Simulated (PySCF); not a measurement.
Be (SMILES [Be+]), charge +1, doublet. Base run: B3LYP/def2-SVP in PySCF.

PySCF was given this input:
```python
from pyscf import gto, scf, dft, solvent

mol = gto.Mole()
mol.atom = '''
    Be    0.000000    0.000000    0.000000
'''
mol.basis = 'def2-svp'
mol.charge = 1
mol.spin = 1
mol.verbose = 3
mol.build()

mf = dft.UKS(mol)
mf.xc = 'b3lyp'
mf.kernel()
mf.analyze()
```

The base run was repeated with changes; each row names its change, and settings that it needs were set with it.

| change | ΔE vs base (kcal/mol) |
|---|---|
| base | 0.000 |
| model = IEF-PCM; solvent = chloroform; lebedev_order = 11 | -73.8 |
| model = SS(V)PE; solvent = chloroform | -73.6 |
| model = IEF-PCM; solvent = tetrahydrofuran | -80.8 |
| model = COSMO; solvent = chloroform | -66.5 |
| model = IEF-PCM; solvent = chloroform; vdw_scale = 1.0 | -93.9 |
| model = ddCOSMO; solvent = chloroform | -95.7 |
| model = IEF-PCM; solvent = methanol | -90.6 |
| model = C-PCM; solvent = chloroform | -73.6 |
| model = IEF-PCM; solvent = chloroform; r_probe = 0.5 | -56.23 |
| model = IEF-PCM; solvent = chloroform; vdw_scale = 1.1 | -82.2 |
| model = IEF-PCM; solvent = chloroform; lebedev_order = 41 | -73.5 |

The base is the gas phase, so ΔE is the electrostatic part of solvation at a fixed geometry, without cavity and dispersion terms.

Open shells are given as the SCF converged; they aren't shown to be the lowest states, and a large step between rows can be another state.
